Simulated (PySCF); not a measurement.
# How methods differ on the excitation energy of Fe

Fe [Ar] 3d6 4s2 (5D) → Fe [Ar] 3d6 4s1 5s1 (7D), as a difference of total energies. Computed with PySCF 2.14 in aug-cc-pVTZ (8s7p5d3f2g, 93 functions), with the non-relativistic Hamiltonian (point nucleus). Correlated levels: valence: [Ar] frozen. The calculations carry no spin-orbit coupling.

| method | excitation energy (eV) |
| --- | --- |
| UHF | 3.959 |
| LDA | 5.300 |
| PBE | 4.991 |
| PBE0 | 4.848 |
| M06 | 5.722 |
| LC-wPBE | 4.753 |
| PW91 | 5.019 |
| MP2 (valence) | 4.940 |

Problem. Estimate what PBEsol gives.

Solution. 4.974 eV, closest to PBE among the rows shown.

Problem. Estimate what SCS-MP2 (valence) gives.

Solution. 5.181 eV, closest to LDA among the rows shown.

The promoted electron is Rydberg-like, and one or two diffuse shells describe it only roughly, which tends to raise the upper state.
